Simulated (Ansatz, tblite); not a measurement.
Removing and adding an electron: Cs₂F₃. The state is a doublet with charge 0. Geometry: r2SCAN-D4/def2-SVP. Ansatz, gas phase; energy differences of separate SCF runs; the oxidised species is a triplet (the singlet lies 1.23 eV higher at PBE0-D4/def2-TZVP); the reduced species is a singlet (the triplet lies 1.10 eV higher at PBE0-D4/def2-TZVPD).

```xyz
5

Cs   -1.193   -0.430    1.649
Cs    1.664    0.141   -1.241
F    -1.118   -0.330   -1.170
F    -0.693    1.445   -0.400
F     1.340   -0.825    1.162
```

In the def2 sets Cs takes a core potential; there is no spin–orbit coupling. The xTB rows come from tblite. HOMO above LUMO, or a gap near zero within one spin, warns that the state may not be the lowest or that an electron is smeared out. In the doublet, F3 and F4 lie 1.98 Å apart (atoms count from 1), so these atoms are partly bonded to each other. At PBE0-D4/def2-TZVP a singlet of charge 1 lies 1.40 eV below the triplet, each at its own geometry. The structure comes from a short search, and lower isomers may exist.

```
               level  −HOMO (eV)  vertical IE (eV)  −LUMO (eV)  vertical EA (eV)  HOMO–LUMO gap (eV)  IE − EA (eV)                                     remarks
            GFN1-xTB           –             13.19           –              7.87                   –          5.32                                           –
            GFN2-xTB           –             13.48           –              5.72                   –          7.76                                           –
    PBE-D4/def2-TZVP        5.35              9.18        4.75                 –                0.59             –  gap within one spin near zero (+1 triplet)
   PBE-D4/def2-TZVPD        5.44                 –        4.85              1.20                0.59             –                HOMO above zero (-1 singlet)
 r2SCAN-D4/def2-TZVP        5.61              9.33        4.34                 –                1.27             –  gap within one spin near zero (+1 triplet)
r2SCAN-D4/def2-TZVPD        5.70                 –        4.41              1.04                1.29             –                HOMO above zero (-1 singlet)
   PBE0-D4/def2-TZVP        7.09              9.70        3.21                 –                3.88             –                                           –
  PBE0-D4/def2-TZVPD        7.18                 –        3.29              1.11                3.89             –                HOMO above zero (-1 singlet)
```

   A HOMO above zero means that the electron is unbound at that level or that self-interaction error raises the level; the energy of removing that electron tells which. HOMO and LUMO are the levels of the spin that leaves or enters (xTB has no such levels and no spin-polarisation term). Other spin states of the ions may lie lower, which would lower the ionisation energy or raise the affinity. Raw xTB energy differences between charge states are shifted by several eV; the methods need an empirical correction for them.
